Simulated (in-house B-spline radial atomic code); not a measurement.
## Binding energies in the calcium ion Ca⁴⁺

NIST's tabulated ground configuration is [Ne] 3s2 3p4; each binding energy is the energy of the ion with one electron taken from that subshell, relaxed, less that of the parent. All numbers are computed (Dirac-Hartree-Fock, average of configuration; Fermi nucleus of rms radius 3.4776 fm) with a B-spline radial code for spherical atoms, not measured. Energies include first-order Breit, QED and recoil terms.

```tsv
subshell	X-ray name	binding energy (eV)	-ε (eV)	relaxation (eV)
1s	K	4112.2	4145.5	28.5
2s	L1	511.3	518.8	7.2
3s	M1	108.3	109.2	0.8
3p	M2,3	85.32	86.10	0.76
```

Relaxation = -ε minus the binding energy without Breit, QED and recoil terms.

(1) What does it cost to remove both a 2s and a 3p electron?

(2) What does it cost to remove two 1s electrons?

Answers

(1) 621.31 eV, which is 24.73 eV more than the two single binding energies together.

(2) 8508.9 eV, which is 284.5 eV more than the two single binding energies together.
